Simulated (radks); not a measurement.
Nd XXXV, 26 electrons, occupied as [Ar] 3d8 (the NIST ground configuration). All-electron calculation, Dirac Kohn-Sham, relativistic LDA (MacDonald-Vosko exchange, VWN5 correlation), spin-unpolarised, spherical densities, finite nucleus; open shells fill j = l - 1/2 first; Fermi nuclear charge, rms radius 4.9123 fm. Program: a radial shooting solver on a logarithmic mesh with Libxc functionals.

Radial electron density D(r) = 4 pi r^2 rho(r):

| r (bohr) | D(r) (e/bohr) |
|---|---|
| 0.002015 | 9.872 |
| 0.002254 | 11.73 |
| 0.002501 | 13.74 |
| 0.002797 | 16.22 |
| 0.003129 | 19.06 |
| 0.003472 | 22.06 |
| 0.003883 | 25.68 |
| 0.004343 | 29.73 |
| 0.004858 | 34.20 |
| 0.00539 | 38.70 |
| 0.006029 | 43.86 |
| 0.006744 | 49.28 |
| 0.007543 | 54.83 |
| 0.00837 | 59.95 |
| 0.009362 | 65.26 |
| 0.01047 | 70.11 |
| 0.01171 | 74.26 |
| 0.013 | 77.28 |
| 0.01454 | 79.43 |
| 0.01626 | 80.32 |
| 0.01804 | 79.99 |
| 0.02018 | 78.53 |
| 0.02257 | 76.24 |
| 0.02525 | 73.63 |
| 0.02801 | 71.51 |
| 0.03133 | 70.23 |
| 0.03505 | 70.64 |
| 0.0392 | 73.19 |
| 0.04349 | 77.49 |
| 0.04865 | 83.74 |
| 0.05441 | 90.65 |
| 0.06038 | 96.39 |
| 0.06753 | 100.3 |
| 0.07554 | 100.8 |
| 0.08449 | 97.12 |
| 0.09375 | 90.62 |
| 0.1049 | 81.85 |
| 0.1173 | 73.57 |
| 0.1312 | 68.11 |
| 0.1456 | 66.75 |
| 0.1628 | 68.97 |
| 0.1821 | 73.01 |
| 0.2037 | 75.77 |
| 0.226 | 74.65 |
| 0.2528 | 68.08 |
| 0.2828 | 56.47 |
| 0.3138 | 43.16 |
| 0.3509 | 28.86 |
| 0.3925 | 16.98 |
| 0.4391 | 8.690 |
| 0.4872 | 4.066 |
| 0.5449 | 1.525 |
| 0.6095 | 0.4753 |
| 0.6817 | 0.1207 |
| 0.7564 | 0.02761 |
| 0.8461 | 0.004434 |

D(r) has 3 maxima, at r = 0.0167, 0.0726, 0.209 bohr, and minima at 0.0324, 0.143 bohr, inside which lie 2.03, 11.30 electrons.
